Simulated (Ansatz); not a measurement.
`C[SiH](O)Br` + CH₃NH₂ → `CN[SiH](C)O` + HBr at 298.15 K and 1 bar (ligand exchange at the Si–Br bond).

Gas-phase electronic energies from Ansatz, PBE0-D4/def2-TZVP geometries. CCSD(T)/CBS adds triple-zeta CCSD(T) − MP2 to the extrapolated MP2 energy (def2 sets, frozen cores). For Br outer-core shells are correlated without core-valence functions, which leaves a few kJ/mol of doubt a bond. Scalar relativity is left out up to krypton. One conformer a species, not always the lowest.

```json
{"species": "`C[SiH](O)Br`", "CCSD(T)/CBS energy (Eh)": "-2978.74949", "H − E (kJ/mol)": "179.7", "S (J/(mol·K))": "339.5"}
{"species": "CH₃NH₂", "CCSD(T)/CBS energy (Eh)": "-95.75281", "H − E (kJ/mol)": "180.0", "S (J/(mol·K))": "240.4"}
{"species": "`CN[SiH](C)O`", "CCSD(T)/CBS energy (Eh)": "-500.56717", "H − E (kJ/mol)": "325.2", "S (J/(mol·K))": "370.4"}
{"species": "HBr", "CCSD(T)/CBS energy (Eh)": "-2573.91920", "H − E (kJ/mol)": "24.6", "S (J/(mol·K))": "198.6"}
```

H − E and S are ideal-gas, rigid-rotor, harmonic terms from PBE0-D4/def2-TZVP, for one conformer and one mirror image of each species. 1 Eh = 2625.50 kJ/mol, R = 8.31446 J/(mol·K).

Task: By hand: ΔE, ΔH, ΔS and ΔG.

Result: ΔE = (-500.56717) + (-2573.91920) − (-2978.74949) − (-95.75281) = 0.01593 Eh = 41.8 kJ/mol. Δ(H − E) = 325.2 + 24.6 − 179.7 − 180.0 = -9.9, so ΔH = 31.9 kJ/mol. ΔS = 370.4 + 198.6 − 339.5 − 240.4 = -10.9 J/(mol·K). ΔG = 31.9 − 298.15 × (-10.9)/1000 = 35.1 kJ/mol.

Task: By hand: the equilibrium constant, and the temperature at which ΔG would vanish if ΔH and ΔS stayed fixed.

Result: log₁₀ K = −ΔG/(RT ln 10) = -6.1. ΔH and −TΔS have one sign here, so there is no such temperature.

The number of gas molecules stays the same, so ΔS is small and ΔH decides. A doubt of 5 kJ/mol in ΔE shifts log₁₀ K by 0.9 here. Other conformers and mirror images would add mixing entropy, several J/(mol·K) or more a flexible species. Modes under 60 cm⁻¹, often nearly free rotors, make the harmonic entropy too high. These are equilibria of isolated gas molecules and say nothing of rates. Largest T1 diagnostic: 0.010 (customary marks: 0.02 for closed shells, 0.045 for open ones).

ΔS is within the doubt of such terms, so its sign, and with it that verdict, could turn.
